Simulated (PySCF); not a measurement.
A made-up structure of CH4OSn, closed shell:

C1  (-0.822, -0.431, -0.623)
O2  (-0.361, -1.071, 0.411)
Sn3  (0.775, 0.823, 0.277)
H4  (-0.528, -0.743, -1.633)
H5  (-1.787, 0.088, -0.559)
H6  (-1.235, -1.116, -1.319)
H7  (2.319, 0.077, 0.270)
(Å)

It is relaxed with PBE-D4/def2-SVP and then PBE0-D4/def2-TZVP (PySCF 2.14 with density fitting (its default auxiliary sets; JK sets also for MP2 and CCSD(T))). Atoms count as bonded within 1.22 times the sum of their covalent radii (H–H: 0.88 Å). The end point is not checked to be a true minimum.

Does its bonding change? (Judge from chemistry; the calculation decides.)

By the calculation: Yes. Formed: none; broken: C1–Sn3, H4–H6.

Where it ends: The first stage lowers the energy by 4.00 eV in 27 steps. It ends as CH₄OSn ([CH3][O][SnH]):
```xyz
7
angstrom
C -0.8987 -0.4702 -1.1747
O 0.2313 -0.6955 -0.3779
Sn 0.7072 0.4499 1.1640
H -0.5973 -0.3082 -2.2160
H -1.4897 0.4021 -0.8566
H -1.5562 -1.3470 -1.1501
H 2.1432 -0.5413 1.4932
```

Labels in which every atom is bracketed show which atoms are joined, not bond orders.

For scale, one of the runs: PBE0-D4/def2-TZVP relaxation, 136 basis functions, launched by `OMP_NUM_THREADS=2 python run.py`. Time: 69 s of wall clock on 2 CPU threads of an Intel Xeon; the host was shared. Peak host memory: 1.3 GiB.
